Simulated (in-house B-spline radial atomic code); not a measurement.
**RPA and G0W0 on wB97X: In II (In+)**

Configuration [Kr] 4d10 5s2, mean-field start wB97X. Computed with an all-electron radial atomic-structure program (B-spline basis): all electrons, non-relativistic, point nucleus, each spin shell either full or empty, empty states to l = 9 with an (l + 1/2)⁻⁴ tail; G0W0 by contour deformation at full frequency.

Without relativity these are model numbers: it shifts the levels of so heavy an element strongly and can reorder them.

Command:
```bash
python run_gw.py task.json out
```
Settings (radii: box in bohr, nucleus in fm):
```
Z                        49
electrons                48
configuration            [Kr] 4d10 5s2
hamiltonian              nr
method                   wb97x
lmax                     9
spin_polarised           False
box_radius               23.78
intervals                55
ion_configuration        [Kr] 4d10 5s1
```

Cost of the run: 4.8 s on 1 thread of AMD EPYC 7R13 Processor (shared host).

Energies (hartree):

| term | value |
| --- | --- |
| mean-field total | -5742.50924 |
| Hartree-Fock functional on these orbitals | -5739.95546 |
| direct second order | -4.0762 |
| second-order exchange | 1.1206 |
| SOSEX correction | 1.0416 |

What is the RPA correlation energy, and what remains with SOSEX?

RPA gives -3.5803 hartree (-2.03 eV per electron); RPA + SOSEX gives -2.5387, and the second-order doubles -2.9556 hartree (no singles). SOSEX takes back 29 % of the RPA value.

Quasi-particle levels (eV):

| level | occupied | mean field | Σx - vxc | Σc | QP weight | G0W0 |
| --- | --- | --- | --- | --- | --- | --- |
| 5s | yes | -17.331 | 0.83 | ? | ? | ? |
| 4d | yes | -32.17 | -3.83 | 0.96 | 0.882 | -35.04 |
| 5p | no | -5.887 | 1.12 | -0.98 | 0.963 | -5.752 |

G0W0 = mean field + (Σx - vxc) + Σc, with Σc (partial-wave tail included) taken at the quasi-particle energy. Only the outer levels were computed. Levels of low weight are left out.

Where does G0W0 put 5s?

At -18.238 eV, with Σc = -1.74 eV and a quasi-particle weight of 0.956. The tabulated removal energy is 18.870 eV (NIST, measured); the calculation leaves out relativity, Breit and QED terms, and what these don't explain is the method's own error.

What does it cost to remove one electron (to [Kr] 4d10 5s1) by differences of total energies, each species on its own start (correlation terms add to the Hartree-Fock functional)?

wB97X 18.023 eV, Hartree-Fock functional 16.246 eV, + RPA 18.010 eV, + RPA + SOSEX 17.618 eV, + second order 18.512 eV. Tabulated: 18.870 eV (NIST, measured); the calculation leaves out relativity, Breit and QED terms, and what these don't explain is the method's own error.
